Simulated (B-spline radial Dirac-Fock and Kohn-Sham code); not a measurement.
The B-like isoelectronic sequence (5 electrons), Z = 35 to 44

Method: relaxed Dirac-Fock hole states (ΔSCF) with Breit and QED corrections and a finite nucleus. Computed with an atomic code on a B-spline grid. Binding energies in eV, tabulated ground configurations ([He] 2s2 2p1 throughout). Correlation energy is missing from these numbers.

| ion | 1s | 2s | outermost level | NIST ionisation energy |
| --- | --- | --- | --- | --- |
| Br³⁰⁺ | 15724.0 | 3593.1 | 3490.2 (2p) | 3523.1 ± 2.2 |
| Kr³¹⁺ | 16684.7 | 3824.5 | 3714.4 (2p) | 3752 ± 2.5 |
| Rb³²⁺ | ? | ? | ? | ? |
| Sr³³⁺ | 18696.1 | 4310.3 | 4184.4 (2p) | 4232 ± 3 |
| Zr³⁵⁺ | 20828.8 | 4827.2 | 4683.3 (2p) | 4744 ± 3 |
| Nb³⁶⁺ | 21941.1 | 5097.5 | 4943.5 (2p) | 5011 ± 4 |
| Mo³⁷⁺ | 23084.4 | 5375.7 | 5211.1 (2p) | 5287 ± 4 |
| Tc³⁸⁺ | 24258.8 | 5661.9 | 5486.0 (2p) | 5570 ± 4 |
| Ru³⁹⁺ | 25464.5 | 5956.2 | 5768.2 (2p) | 5861 ± 4 |

Question: Fill in the row of Rb³²⁺.

Answer: 1s 17675.3, 2s 4063.6, outermost 3945.8 (2p), NIST 3988 ± 3 eV.

NIST's values are for the lowest levels; a dash marks a value that is missing or belongs to another shell. Their kind here: semi-empirical. Where a p, d or f shell is open in either ion the computed value averages over both j values and all terms, while the table refers to the lowest levels; that difference holds spin-orbit splitting (largest in heavy or highly charged ions), term energies where several electrons share open shells, and correlation, and it can reach 10 % or more.
